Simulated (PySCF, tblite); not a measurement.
Species: C₄H₆P₃ (charge -1).
SMILES: `Cc1ppc(C)[p-]1`

The geometry is computed with GFN2-xTB (gas phase).

Take the most abundant isotopes and a rigid rotor. 

Task: Give the principal moments of inertia and the rotational constants in cm⁻¹.

Result: Ia = 217.37, Ib = 350.22, Ic = 561.32 u·Å²; 505379 MHz·u·Å²/I gives 2325, 1443 and 900.3 MHz, that is A = 0.07755, B = 0.04814, C = 0.03003 cm⁻¹.

Task: What kind of rotor is it?

Result: An asymmetric top. Ray's parameter κ = (2B − A − C)/(A − C) = -0.238; −1 is the prolate and +1 the oblate limit.

Task: What does the inertial defect say?

Result: Not planar: Δ = Ic − Ia − Ib = -6.27 u·Å². For a rigid frame Δ = −2 Σ m c², so Σ m c² = 3.14 u·Å² lies off the ab plane, practically all of it from hydrogen. The atom farthest from that plane is 0.88 Å away.

Task: Give the other two planar moments, Paa and Pbb, and the rms extents of the mass along the axes.

Result: Paa = Σ m a² = (Ib + Ic − Ia)/2 = 347.08 and Pbb = Σ m b² = (Ia + Ic − Ib)/2 = 214.24 u·Å². With the mass M = 146.97 u, the rms extents √(P/M) along a, b and c are 1.54, 1.21, 0.15 Å.

Task: Give the coordinates in the principal-axis frame, origin at the centre of mass.

Result: The sense of each axis is arbitrary; atoms in the order of the calculation.
```csv
atom,mass (u),a (Å),b (Å),c (Å)
C1,12.000,-2.735,0.886,-0.001
C2,12.000,-1.317,0.370,0.000
P3,30.974,-1.046,-1.344,0.000
P4,30.974,1.046,-1.344,0.001
C5,12.000,1.317,0.370,-0.001
C6,12.000,2.734,0.886,-0.001
P7,30.974,0.000,1.515,0.001
H8,1.008,-3.438,0.054,0.001
H9,1.008,-2.921,1.504,0.880
H10,1.008,-2.921,1.501,-0.884
H11,1.008,2.920,1.506,-0.881
H12,1.008,2.921,1.500,0.883
H13,1.008,3.438,0.054,-0.004
```

Task: List the rotational levels J(Ka,Kc) to J = 4 (K).

Result: Above 0(0,0), as E/k:
J = 1: 1(0,1) 0.112, 1(1,1) 0.155, 1(1,0) 0.181
J = 2: 2(0,2) 0.329, 2(1,2) 0.354, 2(1,1) 0.432, 2(2,1) 0.559, 2(2,0) 0.568
J = 3: 3(0,3) 0.636, 3(1,3) 0.647, 3(1,2) 0.801, 3(2,2) 0.896, 3(2,1) 0.935, 3(3,1) 1.178, 3(3,0) 1.180
J = 4: 4(0,4) 1.027, 4(1,4) 1.032, 4(1,3) 1.279, 4(2,3) 1.339, 4(2,2) 1.436, 4(3,2) 1.641, 4(3,1) 1.654, 4(4,1) 2.017, 4(4,0) 2.018

Its GFN2-xTB frequencies are all real (lowest 28 cm⁻¹). No vibrational averaging or centrifugal distortion is included, and the geometry carries the error of its method.
